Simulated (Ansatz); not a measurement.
Protons, H atoms and electrons added to or taken from F[SiH3]. Gas-phase values, no solvent. Strings in code marks are SMILES.

Quantity: vertical detachment energy (energy after one electron is removed minus that of the parent at the parent's geometry), in eV.

Case: `F[SiH2-]`. Geometry of `F[SiH2-]` (charge -1, multiplicity 1, Å):

```xyz
4

F      1.4718    -0.1574    -0.1830
Si    -0.0317     0.0030     0.6172
H     -0.5874     1.1909    -0.2180
H     -0.8297    -1.0309    -0.2267
```

### Question
Estimate the vertical detachment energy (energy after one electron is removed minus that of the parent at the parent's geometry) that frozen-core CCSD(T)/aug-cc-pVTZ // B3LYP-D3(BJ)/def2-TZVPD (Ansatz, a quantum-chemistry and plane-wave program) returns for this input.

### Answer
2.03 eV.
